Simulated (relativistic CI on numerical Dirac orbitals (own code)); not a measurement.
**Slater and spin-orbit integrals, Bi⁵⁹⁺**

Computed by Dirac-Coulomb-Breit CI, orbitals from a KLI potential per configuration, QED by a radiative potential, unscaled Slater integrals (own radial code, finite nucleus).

Slater integrals F^k, G^k are unscaled and averaged over j, outside the closed core [Ne]; ζ comes from projecting the Hamiltonian with its Breit term on Σ l·s of the shell.

- 3s2 3p6 3d6: F^2(3d,3d) = 689740, F^4(3d,3d) = 445560, ζ(3d) = 392770 cm⁻¹; <r>(3d) = 0.1481, <r^2>(3d) = 0.02542 (bohr units).
- 3s2 3p5 3d7: ζ(3p) = 3.0478e+06, F^2(3d,3d) = 688920, F^4(3d,3d) = 445000, F^2(3p,3d) = 597500, G^1(3p,3d) = 635180, G^3(3p,3d) = 423790, ζ(3d) = 390160 cm⁻¹; <r>(3p) = 0.1645, <r^2>(3p) = 0.03144, <r>(3d) = 0.1483, <r^2>(3d) = 0.02547 (bohr units).
- 3s2 3p4 3d8: F^2(3p,3p) = 590630, ζ(3p) = 3.0466e+06, F^2(3d,3d) = 688070, F^4(3d,3d) = 444430, F^2(3p,3d) = 597120, G^1(3p,3d) = 635210, G^3(3p,3d) = 423680, ζ(3d) = 387550 cm⁻¹; <r>(3p) = 0.1646, <r^2>(3p) = 0.03148, <r>(3d) = 0.1484, <r^2>(3d) = 0.02553 (bohr units).

(1) Give the Racah parameters of the d shell in 3s2 3p6 3d6.

Averages of the first 10 configurations, taken without configuration mixing, which lowers the lowest level and can move excited configurations by several eV; other configurations of the list can lie among them:

| Configuration | Parity | States | Average energy above the lowest level (eV) |
| --- | --- | --- | --- |
| 3s2 3p6 3d6 | even | 210 | 206.8 |
| 3s2 3p5 3d7 | odd | 720 | 870.4 |
| 3s2 3p4 3d8 | even | 675 | 1543.7 |
| 3s 3p6 3d7 | even | 240 | 1529.4 |
| 3p6 3d8 | even | 45 | 2865.0 |
| 3s 3p5 3d8 | odd | 540 | 2191.2 |
| 3s2 3p6 3d5 4s | even | 504 | 2605.9 |
| 3s2 3p6 3d5 4p | odd | 1512 | 2857.2 |
| 3s2 3p4 3d7 4s | even | 3600 | 3920.3 |
| 3s2 3p6 3d5 4d | even | 2520 | 3114.3 |

Answers

(1) B = F²/49 − 5F⁴/441 = 9025 cm⁻¹ and C = 35F⁴/441 = 35362 cm⁻¹.
